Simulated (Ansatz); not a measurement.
`C[O][Hf]([Cl])([I])[O]C` from Hartree–Fock to CCSD(T)

```xyz
13

C     0.216    2.260    1.463
O     0.700    1.122    0.824
Hf    1.195   -0.452   -0.094
Cl    2.739    0.108   -1.790
I     2.244   -2.223    1.715
O    -0.327   -1.237   -0.889
C    -1.517   -1.721   -1.426
H    -0.855    2.379    1.277
H     0.380    2.181    2.541
H     0.738    3.148    1.094
H    -1.667   -2.761   -1.122
H    -2.365   -1.127   -1.075
H    -1.482   -1.676   -2.518
```

Total charge 0; spin multiplicity 1. Correlated methods include outer-core shells of Hf, I, which these sets cover unevenly. Hf, I: def2 effective core potential. The structure was optimised at the PBE0-D4/def2-TZVP level. It is one conformer, not always the lowest. Frozen core, restricted reference, the Gaussian-basis code of Ansatz.

```
     basis      HF (Eh)  MP2 corr.
  def2-SVP  -1032.54865   -1.12497
def2-TZVPP  -1033.00490   -1.82448
def2-QZVPP  -1033.03029   -2.12248
```

Task: Estimate the CCSD correlation energy and the (T) correction in each basis where they were run (hartree).

Result: 
```
     basis  CCSD corr.       (T)
  def2-SVP    -1.17183  -0.03453
def2-TZVPP    -1.82570  -0.06721
```
